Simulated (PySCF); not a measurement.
Gas-phase reaction: Sb4 + 4 NH3 = 4 SbH3 + 2 N2, at 600 K and a standard pressure of 1 bar. Level: LDA/def2-TZVP†.

Method: PySCF energies plus ideal-gas RRHO corrections (1 bar). † marks an energy on the PBE0/def2-TZVP geometry and frequencies. All species are closed-shell singlets. Sb: scalar-relativistic def2 core potential, no spin-orbit coupling. The harmonic model lacks anharmonicity and excited electronic states, which grow with temperature; levels with a mode under 35 cm⁻¹ are left out.

| species | E (Ha) | H(600 K) − E (kJ/mol) | S°(600 K) (J/mol/K) |
|---|---|---|---|
| Sb4 | -959.79446 | 50.4 | 415.9 |
| NH3 | -56.10068 | 112.4 | 219.5 |
| SbH3 | -241.63266 | 75.6 | 266.4 |
| N2 | -108.69079 | 32.4 | 211.9 |
E: electronic energy; H − E holds the zero-point and thermal terms. 1 Ha = 2625.5 kJ/mol.

Task: Work out ΔH°, ΔS°, ΔG° and log10 K from these numbers.

Result: 1. ΔE = 4×(-241.63266) + 2×(-108.69079) − 1×(-959.79446) − 4×(-56.10068) = 0.28496 Ha = 748.2 kJ.
2. Δ(H − E) = 4×(75.6) + 2×(32.4) − 1×(50.4) − 4×(112.4) = -132.8 kJ, so ΔH° = 615.4 kJ.
3. ΔS° = 4×(266.4) + 2×(211.9) − 1×(415.9) − 4×(219.5) = 195.5 J/K; the number of gas molecules changes by +1.
4. ΔG° = ΔH° − TΔS° = 615.4 − 600×(195.5)/1000 = 498.1 kJ.
5. log10 K = −ΔG°/(RT ln 10) = -43.35, with RT ln 10 = 11.49 kJ/mol; at standard pressures the reactants are favoured.
6. A shift of 10 kJ in ΔE would move log10 K by 0.87 here.
For scale, ΔH°(298 K) is 611 kJ at this level, 428 kJ at ωB97M-V/def2-TZVP†, and runs from 267 to 713 kJ over the 18 levels computed.
